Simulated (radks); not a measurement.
The numbers below are computed, except where a source is named.
Isoelectronic series with 11 electrons, each ion in its NIST ground configuration. Code: a radial shooting solver on a logarithmic mesh with Libxc functionals. Model: Dirac Kohn-Sham, PBE, spin-unpolarised, spherical densities, finite nucleus; Fermi nuclear charge, rms radius of each element as measured or else 0.836 A^(1/3) + 0.57 fm. Total energies (hartree) and mean radii <r> (bohr):

ion   configuration  E (hartree)  3s1/2   2p3/2
Mg+        [Ne] 3s1   -199.98734  2.794  0.6884
Al2+       [Ne] 3s1   -241.76653  2.204  0.6016
Si3+       [Ne] 3s1   -287.71642  1.846  0.5349
P4+        [Ne] 3s1   -337.83723  1.598  0.4818
S5+        [Ne] 3s1   -392.13270  1.413  0.4385
Cl6+       [Ne] 3s1   -450.60865  1.269  0.4025
Ar7+       [Ne] 3s1   -513.27232  1.153  0.3720
K8+        [Ne] 3s1   -580.13210  1.057  0.3459
